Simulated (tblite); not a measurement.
Species: C9H16.
Cartesian coordinates in Å at the GFN2-xTB level; atoms count from 1:
```
atom  x, y, z in Å
C1    -2.4610   -1.0543   -0.0234
C2    -1.2166   -0.2736    0.3733
C3    -1.4368    1.2373    0.4578
C4    -0.0157    1.7895    0.4458
C5     0.7236    0.9168   -0.5785
C6     2.1519    0.5473   -0.1616
C7     2.0005   -0.7867    0.5659
C8     0.9453   -1.5130   -0.2645
C9    -0.0619   -0.4190   -0.6336
H10   -3.2502   -0.9141    0.7125
H11   -2.8306   -0.7207   -0.9913
H12   -2.2380   -2.1174   -0.0886
H13   -0.8783   -0.6269    1.3528
H14   -1.9960    1.5298    1.3461
H15   -1.9824    1.5813   -0.4229
H16    0.0233    2.8475    0.1893
H17    0.4306    1.6632    1.4334
H18    0.7215    1.4150   -1.5500
H19    2.7769    0.4115   -1.0458
H20    2.6083    1.3168    0.4604
H21    1.6293   -0.6204    1.5781
H22    2.9378   -1.3378    0.6310
H23    1.4062   -1.9182   -1.1671
H24    0.4780   -2.3357    0.2762
H25   -0.4766   -0.5940   -1.6287
```

Computed values, GFN2-xTB/tblite, gas phase, harmonic and unscaled. The method is semi-empirical: single wavenumbers can be off by several per cent or more. One conformer, not necessarily the lowest.

Harmonic wavenumbers (cm⁻¹): 73.3, 170.2, 207.7, 219.7, 254.8, 348.1, 390.1, 440.9, 507.5, 555.9, 591.0, 708.6, 817.9, 837.6, 879.6, 886.8, 927.8, 953.7, 977.6, 980.5, 1008.7, 1016.1, 1037.1, 1071.9, 1085.7, 1095.0, 1111.0, 1125.6, 1163.9, 1167.9, 1181.6, 1192.2, 1209.2, 1222.2, 1251.8, 1273.0, 1279.4, 1283.8, 1299.5, 1304.9, 1321.3, 1323.9, 1331.9, 1337.8, 1358.0, 1413.5, 1485.2, 1490.5, 1490.9, 1500.0, 1503.8, 1504.5, 1505.2, 2933.2, 2949.5, 2961.1, 2972.6, 2973.9, 2977.1, 2985.8, 2993.7, 2998.3, 2998.4, 3001.5, 3005.6, 3008.3, 3023.3, 3025.4, 3032.5.

A = 2561, B = 1512, C = 1102 MHz; mass 124.125 u (most abundant isotopes); point group C1, symmetry number 1.

Question: Zero-point energy?

Answer: ½Σν̃ = 50758 cm⁻¹ = 145.12 kcal/mol.

Question: Give the ideal-gas entropy at 273.15 K and 1 bar in the rigid-rotor, harmonic-oscillator model (classical rotation).

Answer: Translation 39.95, rotation 28.45, vibration 17.20: S = 85.6 cal/(mol K).

Question: And Cp and H(273.15 K) − H(0)?

Answer: Cp = 32.40 cal/(mol K), of which vibrations give 24.45 (their classical limit is 69 R = 137.1); H(273.15 K) − H(0) = 4.98 kcal/mol without the zero-point energy, 2.81 from vibrations.

Question: Which modes carry the vibrational entropy at 273.15 K?

Answer: 73.3 cm⁻¹: 3.89; 170.2 cm⁻¹: 2.27; 207.7 cm⁻¹: 1.90; 219.7 cm⁻¹: 1.80; 254.8 cm⁻¹: 1.55; 348.1 cm⁻¹: 1.04 cal/(mol K); the other 63 give 4.75 together.

Question: Blend soft modes into free rotors: weight 1/[1 + (100 cm⁻¹/ν̃)⁴] for the oscillator and the rest for a rotor with moment μB/(μ + B), μ = h/(8π²ν), B = 10⁻⁴⁴ kg m². What vibrational entropy results?

Answer: 16.60 cal/(mol K) in place of 17.20, which changes −T·S at 273.15 K by +0.16 kcal/mol.

Hindered rotation and anharmonicity are outside this model. Other conformers, if any are populated, would add a mixing term that is left out. The structure is chiral; the term R ln 2 for an equal mix with its mirror image is left out.
